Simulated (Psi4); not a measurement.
BF3, singlet, at a GFN2-xTB geometry; BLYP/6-31G* (Psi4 1.11).

Here is a job for Psi4.
```
memory 2 GB

molecule {
0 1
  B    -0.00000000    0.00000000   -0.00000000
  F    -0.00659779    1.30036204   -0.00088081
  F     1.12944220   -0.64446528    0.00325160
  F    -1.12284440   -0.65589676   -0.00237079
}

set basis 6-31g*
set scf_type pk
set puream true
set d_convergence 1e-8
set dft_radial_points 99
set dft_spherical_points 590

energy('blyp')
print_variables()
```

Q: Predict the main parts of the log of this Psi4 run.

A: 
```
   => Loading Basis Set <=

    Name: 6-31G*
    Role: ORBITAL
    Keyword: BASIS

         ---------------------------------------------------------
                                   SCF
               by Justin Turney, Rob Parrish, Andy Simmonett
                          and Daniel G. A. Smith
                              RKS Reference
         ---------------------------------------------------------

  ==> Geometry <==

    Molecular point group: c2v
    Full point group: C1v

    Geometry (in Angstrom), charge = 0, multiplicity = 1:

       Center              X                  Y                   Z               Mass
    ------------   -----------------  -----------------  -----------------  -----------------
         B            0.000000000000     0.000000000000    -0.000000001213    11.009305360000
         F            0.000000000000    -0.000000000000    -1.300379074554    18.998403162730
         F            0.000000000000    -1.126161314980     0.650189537629    18.998403162730
         F           -0.000000000000     1.126161314980     0.650189537629    18.998403162730

  Running in c2v symmetry.

  Rotational constants: A =      0.34982  B =      0.34982  C =      0.17491 [cm^-1]
  Rotational constants: A =  10487.42568  B =  10487.42564  C =   5243.71283 [MHz]
  Nuclear repulsion =  112.029202237578261

  Charge       = 0
  Multiplicity = 1
  Electrons    = 32
  Nalpha       = 16
  Nbeta        = 16

  ==> Algorithm <==

  SCF Algorithm Type is PK.
  DIIS enabled.
  MOM disabled.
  Fractional occupation disabled.
  Guess Type is SAD.
  Energy threshold   = 1.00e-06
  Density threshold  = 1.00e-08
  Integral threshold = 1.00e-12

  ==> Primary Basis <==

  Basis Set: 6-31G*
    Blend: 6-31G*
    Number of shells: 24
    Number of basis functions: 56
    Number of Cartesian functions: 60
    Spherical Harmonics?: true
    Max angular momentum: 2

  ==> DFT Potential <==

   => LibXC <=

    Version 7.1.2
    S. Lehtola, C. Steigemann, M. J. T. Oliveira, and M. A. L. Marques,  SoftwareX 7, 1–5 (2018) (10.1016/j.softx.2017.11.002)

   => Composite Functional: BLYP <=

    BLYP GGA Exchange-Correlation Functional

    P.J. Stephens et. al., J. Phys. Chem., 98, 11623-11627, 1994
    B. Miehlich et. al., Chem. Phys. Lett., 157(3), 200-206 1989

    Deriv               =              1
    GGA                 =           TRUE
    Meta                =          FALSE

    Exchange Hybrid     =          FALSE
    MP2 Hybrid          =          FALSE

   => Exchange Functionals <=

    1.0000     XC_GGA_X_B88

   => Correlation Functionals <=

    1.0000     XC_GGA_C_LYP

   => LibXC Density Thresholds  <==

    XC_GGA_C_LYP:  1.00E-14
    XC_GGA_X_B88:  1.00E-15

   => Molecular Quadrature <=

    Radial Scheme          =       TREUTLER
    Pruning Scheme         =           NONE
    Nuclear Scheme         =       TREUTLER

    Blocking Scheme        =         OCTREE
    BS radius alpha        =              1
    Pruning alpha          =              1
    Radial Points          =             99
    Spherical Points       =            590
    Total Points           =         223863
    Total Blocks           =           1688
    Max Points             =            256
    Max Functions          =             55
    Weights Tolerance      =       1.00E-15

  ==> Integral Setup <==

  Using in-core PK algorithm.
   Calculation information:
      Number of atoms:                   4
      Number of AO shells:              24
      Number of primitives:             60
      Number of atomic orbitals:        60
      Number of basis functions:        56

      Integral cutoff                 1.00e-12
      Number of threads:                 1

  Performing in-core PK
  Using 2548812 doubles for integral storage.
  We computed 43671 shell quartets total.
  Whereas there are 45150 unique shell quartets.

  ==> DiskJK: Disk-Based J/K Matrices <==

    J tasked:                  Yes
    K tasked:                   No
    wK tasked:                  No
    Schwarz Cutoff:          1E-12

  Minimum eigenvalue in the overlap matrix is 1.8854813072E-02.
  Reciprocal condition number of the overlap matrix is 5.4290393611E-03.
    Using symmetric orthogonalization.

  ==> Pre-Iterations <==

  SCF Guess: Superposition of Atomic Densities via on-the-fly atomic UHF (no occupation information).

   -------------------------
    Irrep   Nso     Nmo
   -------------------------
     A1        24      24
     A2         6       6
     B1        10      10
     B2        16      16
   -------------------------
    Total      56      56
   -------------------------

  ==> Iterations <==

                        Total Energy        Delta E     RMS |[F,P]|

   @RKS iter SAD:  -324.18794849022947   -3.24188e+02   0.00000e+00
   @RKS iter   1:  -324.41196331591647   -2.24015e-01   1.81328e-02 ADIIS/DIIS
   @RKS iter   2:  -324.26745141270112    1.44512e-01   2.88931e-02 ADIIS/DIIS
   @RKS iter   3:  -324.50535496317508   -2.37904e-01   1.80939e-03 ADIIS/DIIS
   @RKS iter   4:  -324.50665834413212   -1.30338e-03   1.11617e-04 ADIIS/DIIS
   @RKS iter   5:  -324.50666230771640   -3.96358e-06   1.89301e-05 DIIS
   @RKS iter   6:  -324.50666242467094   -1.16955e-07   1.92041e-06 DIIS
   @RKS iter   7:  -324.50666242578581   -1.11487e-09   5.28994e-08 DIIS
   @RKS iter   8:  -324.50666242578552    2.84217e-13   7.01168e-08 DIIS
   @RKS iter   9:  -324.50666242578711   -1.59162e-12   2.33895e-10 DIIS
  Energy and wave function converged.

  ==> Post-Iterations <==

   Electrons on quadrature grid:
      Ntotal   =   31.9999996229 ; deviation = -3.771e-07

    Orbital Energies [Eh]
    ---------------------

    Doubly Occupied:

[...]
       5B2    -0.336951

    Virtual:

[...]
      24A1     3.443148

    Final Occupation by Irrep:
             A1    A2    B1    B2
    DOCC [     8,    1,    2,    5 ]
    NA   [     8,    1,    2,    5 ]
    NB   [     8,    1,    2,    5 ]

  @RKS Final Energy:  -324.50666242578711

   => Energetics <=

    Nuclear Repulsion Energy =            112.0292022375782608
    One-Electron Energy =                -673.9799235468417464
    Two-Electron Energy =                 273.0279271033691657
    DFT Exchange-Correlation Energy =     -35.5838682198927998
    Empirical Dispersion Energy =           0.0000000000000000
    VV10 Nonlocal Energy =                  0.0000000000000000
    Total Energy =                       -324.5066624257871126

Computation Completed

Properties will be evaluated at   0.000000,   0.000000,   0.000000 [a0]

Properties computed using the SCF density matrix

 Multipole Moments:

 ------------------------------------------------------------------------------------
     Multipole            Electronic (a.u.)      Nuclear  (a.u.)        Total (a.u.)
 ------------------------------------------------------------------------------------

 L = 1.  Multiply by 2.5417464519 to convert [e a0] to [Debye]
 Dipole X            :          0.0000000           -0.0000000           -0.0000000
 Dipole Y            :          0.0000000            0.0000000            0.0000000
 Dipole Z            :          0.0000008            0.0000000            0.0000008
 Magnitude           :                                                    0.0000008

 ------------------------------------------------------------------------------------

  Variable Map:
  ----------------------------------------------------------------------------
[...]
  Array Variable Map:
  ----------------------------------------------------------------------------
[...]
[...]
```
